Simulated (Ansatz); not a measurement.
C4H9O2 (SMILES COC[C](C)O), doublet, at a GFN2-xTB geometry; CCSD/def2-SVP run with Ansatz (a quantum-chemistry and plane-wave program).

The Ansatz input:
Ansatz 0.2 input:
```yaml
crystal:
  periodic: [false, false, false]
  atoms:
    - {symbol: C, position_ang: [2.53902793, -0.49047836, -0.22754881]}
    - {symbol: O, position_ang: [1.32893261, 0.07963565, 0.19137482]}
    - {symbol: C, position_ang: [0.21049801, -0.38095481, -0.53931007]}
    - {symbol: C, position_ang: [-1.01321548, 0.29660661, -0.01166368]}
    - {symbol: C, position_ang: [-2.35029139, -0.00113138, -0.58464030]}
    - {symbol: O, position_ang: [-0.98343622, 0.73017640, 1.29072745]}
    - {symbol: H, position_ang: [3.31802086, -0.06850358, 0.40443870]}
    - {symbol: H, position_ang: [2.74894643, -0.25040278, -1.27681134]}
    - {symbol: H, position_ang: [2.52436432, -1.58174326, -0.11233550]}
    - {symbol: H, position_ang: [0.14214938, -1.48858731, -0.44449065]}
    - {symbol: H, position_ang: [0.33134794, -0.16324556, -1.61430022]}
    - {symbol: H, position_ang: [-2.65772288, -1.03900354, -0.40227257]}
    - {symbol: H, position_ang: [-3.08640883, 0.65241195, -0.12513176]}
    - {symbol: H, position_ang: [-2.34724513, 0.15742321, -1.66203616]}
    - {symbol: H, position_ang: [-0.05353769, 0.75890219, 1.55509863]}
basis:
  gaussian:
    orbitals: def2-SVP
magnetization: {spin_polarized: true, initial_magnetization: 1}
correlation: {method: ccsd}
```

Output, abridged:

```
Functional definition: HF
1310 factors; integrals over basis functions are off by at most 1.4e-3 eV
mean field evaluation 1: about -8326.9244 eV, gradient 2.6e1 eV
mean field evaluation 2: about -8326.9331 eV, gradient 2.6e1 eV
mean field evaluation 4: about -8330.5679 eV, gradient 3.8e0 eV
mean field evaluation 8: about -8330.6708 eV, gradient 2.0e-1 eV
mean field evaluation 16: about -8330.6493 eV, gradient 9.3e-1 eV
mean field -8330.67159807 eV, -306.1465344972 hartree, gradient 2.7e-6 eV, S^2 0.762328; 0 other end points of the search recorded, 0 dependent functions left out
6 core orbitals not correlated
reference -8330.67159807 eV, -306.1465344972 hartree; 19, 18 occupied and 104, 105 virtual orbitals, 1310 factors
second order -24.76089107 eV of doubles, -0.00000000 eV of singles
cycle   1  -25.73042399 eV  change   -9.7e-1 eV  update   1.1e-1
cycle   2  -26.36449811 eV  change   -6.3e-1 eV  update   3.1e-2
cycle   3  -26.51974535 eV  change   -1.6e-1 eV  update   1.8e-2
cycle   4  -26.51992236 eV  change   -1.8e-4 eV  update   6.1e-3
cycle   5  -26.51876883 eV  change    1.2e-3 eV  update   3.0e-3
cycle   6  -26.51899520 eV  change   -2.3e-4 eV  update   1.1e-3
cycle   7  -26.51869227 eV  change    3.0e-4 eV  update   3.7e-4
cycle   8  -26.51870712 eV  change   -1.5e-5 eV  update   1.4e-4
cycle   9  -26.51873645 eV  change   -2.9e-5 eV  update   6.1e-5
cycle  10  -26.51870459 eV  change    3.2e-5 eV  update   2.6e-5
Total energy: -8357.19030267 eV, -307.1210789159 hartree
```
